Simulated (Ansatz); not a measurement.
Ansatz (a first-principles code) input:

Ansatz 0.2 input:
```yaml
crystal:
  periodic: [false, false, false]
  atoms:
    - {symbol: B, position_ang: [0.66708160, -0.59224179, 0.53641715]}
    - {symbol: Cl, position_ang: [0.97092648, 0.35578601, -1.11165880]}
    - {symbol: Cl, position_ang: [-1.16712696, -0.18159724, 0.95388905]}
basis:
  gaussian:
    orbitals: def2-TZVPD
hamiltonian:
  xc: {name: wB97M-V}
total_charge: -1
output: {forces: true}
```

Problem. Predict the final energy.

Solution. -945.28098 Eh (wB97M-V/def2-TZVPD). The basis has 129 functions.
